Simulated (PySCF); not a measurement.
A TDDFT job was run through a driver script with this input:

```
{"job": {"kind": "uv", "xc": "B3LYP", "basis": "def2-SVPD", "nstates": 8, "ntriplets": 3}, "charge": 0, "multiplicity": 1}
C     -2.556037     0.945492    -0.193733
O     -1.180432     0.685014    -0.142316
C     -0.802095    -0.575823    -0.664027
Si     1.107114    -0.562537    -0.482888
C      1.671635    -1.984365     0.647611
Ge     1.376782     1.577736     0.419249
H     -2.707971     1.926432     0.252487
H     -3.121483     0.193237     0.371170
H     -2.916552     0.953840    -1.230257
H     -1.130274    -0.664735    -1.706979
H     -1.291877    -1.379386    -0.099157
H      1.705111    -0.754187    -1.816336
H      1.208950    -1.914402     1.628870
H      2.747765    -1.952545     0.789131
H      1.422264    -2.955464     0.229429
H      0.724917     1.818794     1.744236
H      2.817433     1.946092     0.692572
H      0.915990     2.703124    -0.450717
```

Method: TDDFT B3LYP/def2-SVPD, vertical, gas phase, core orbitals frozen in the response in PySCF. Job line and output are in the format of a driver script around the code.

**Question.** Give the output.

**Answer.** 
```
coarse grid: 64216 points
cycle   1  E = -2562.7335998352  dE = -2.899e-01  |g| = 7.136e-01  |ddm| = 5.550e+00
cycle   2  E = -2562.6121480354  dE =  1.215e-01  |g| = 1.058e+00  |ddm| = 1.736e+00
cycle   3  E = -2562.8221457693  dE = -2.100e-01  |g| = 1.633e-01  |ddm| = 1.109e+00
cycle   4  E = -2562.8265906997  dE = -4.445e-03  |g| = 3.894e-02  |ddm| = 1.638e-01
cycle   5  E = -2562.8268696492  dE = -2.789e-04  |g| = 9.650e-03  |ddm| = 5.887e-02
cycle   6  E = -2562.8268962733  dE = -2.662e-05  |g| = 2.044e-03  |ddm| = 1.793e-02
cycle   7  E = -2562.8268973062  dE = -1.033e-06  |g| = 4.627e-04  |ddm| = 3.280e-03
final grid: 134264 points
cycle   8  E = -2562.8268841114  dE = -1.249e-07  |g| = 5.697e-04  |ddm| = 9.734e-03
cycle   9  E = -2562.8268840649  dE =  4.653e-08  |g| = 7.372e-04  |ddm| = 1.648e-03
cycle  10  E = -2562.8268841828  dE = -1.179e-07  |g| = 3.254e-05  |ddm| = 8.281e-04
cycle  11  E = -2562.8268841831  dE = -2.833e-10  |g| = 1.091e-05  |ddm| = 6.462e-05
converged SCF energy = -2562.8268841831

Static polarisability (au): isotropic 104.245, principal 89.733 109.053 113.948

Singlet excitations
state   eV       nm        f      main configurations
  1   6.6431    186.6   0.01478   H->L 0.64, H->L+1 0.19, H->L+2 0.14
  2   6.7639    183.3   0.01208   H->L+1 0.49, H->L 0.33, H->L+2 0.17
  3   6.9222    179.1   0.00199   H->L+2 0.61, H->L+1 0.27
  4   6.9627    178.1   0.01733   H-1->L 0.53, H-1->L+1 0.33
  5   7.0718    175.3   0.15891   H-1->L+1 0.58, H-1->L 0.37
  6   7.2492    171.0   0.04292   H-1->L+2 0.83
  7   7.4169    167.2   0.01620   H-2->L 0.84
  8   7.4178    167.1   0.01148   H->L+3 0.80, H->L+4 0.14

Triplet excitations (Tamm-Dancoff, eV): 6.3354 6.4831 6.5173
```

One conformer (not necessarily the lowest) at the GFN2-xTB geometry, without solvent, vibrations or thermal averaging. Relativistic effects, spin–orbit coupling among them, are left out although an element past zinc is present.

The SCF starts on a coarse grid; the energy jumps when the final grid takes over, and dE counts afresh there. H and L stand for HOMO and LUMO.

Conformer computed: `[CH3:1][O:2][CH2:3][Si@H:4]([CH3:5])[GeH3:6]`: C1–O2–C3–Si4 178°, O2–C3–Si4–C5 119°.
